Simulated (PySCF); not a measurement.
## Fe: electron affinity

Fe⁻ [Ar] 3d7 4s2 (4F) → Fe [Ar] 3d6 4s2 (5D), as a difference of total energies. All numbers are calculated (PySCF 2.14, the non-relativistic Hamiltonian (point nucleus), in aug-cc-pVTZ). Correlated levels: valence: [Ar] frozen. The calculations carry no spin-orbit coupling.

| method | electron affinity (eV) | difference from reference (eV) |
| --- | --- | --- |
| UHF | -2.007 | -2.160 |
| MP2 (valence) | -0.082 | -0.235 |
| SCS-MP2 (valence) | -0.060 | -0.213 |
| CCSD (valence) | -0.282 | -0.435 |
| CCSD(T) (valence) | -0.026 | -0.179 |

Reference: 0.153 eV (measured; photodetachment measurements, as compiled on the Wikipedia data page of electron affinities).

These non-relativistic numbers lack the scalar-relativistic shift.

The reference lies between the lowest fine-structure levels, while these numbers refer to the centres of the terms.

Errors of the correlated levels include the incompleteness of this basis and the frozen core.

A negative affinity means that the anion lies above the atom at that level of theory.

The coupled-cluster amplitudes are large for Fe⁻ (T1 above 0.03 or a double amplitude above 0.15), so a single reference is strained.
